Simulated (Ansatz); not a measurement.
Na3Sb⁺. The state is a doublet with charge 1. Geometry r2SCAN-D4/def2-TZVP, that of the neutral singlet; atoms count from 1.

```
atom   x (Å)   y (Å)   z (Å)
 Na1   2.171  -0.497  -0.752
 Na2  -0.212   1.730   1.577
 Na3  -1.504  -1.798   0.181
 Sb4  -0.455   0.564  -1.005
```

In the def2 sets Sb takes a core potential; there is no spin–orbit coupling. The structure comes from a short search, and lower isomers may exist.

Question: Estimate the Mulliken populations from the PBE0/def2-TZVP orbitals of Ansatz.

Answer: 
| atom | charge (e) | spin (α − β) |
| --- | --- | --- |
| Na1 | 0.54 | 0.10 |
| Na2 | 0.50 | 0.01 |
| Na3 | 0.50 | 0.01 |
| Sb4 | -0.54 | 0.88 |
Mulliken values and Mayer orders depend strongly on the basis.

Question: Where does the spin sit?

Answer: Summed by element: Na 0.12, Sb 0.88, of 1 unpaired in all. Largest on single atoms: Sb4 0.88, Na1 0.10, Na3 0.01.

Question: And the Mayer bond orders between bonded heavy atoms (over 0.3)?

Answer: Na1–Sb4 0.65 (2.84 Å); Na2–Sb4 0.72 (2.84 Å); Na3–Sb4 0.72 (2.84 Å).
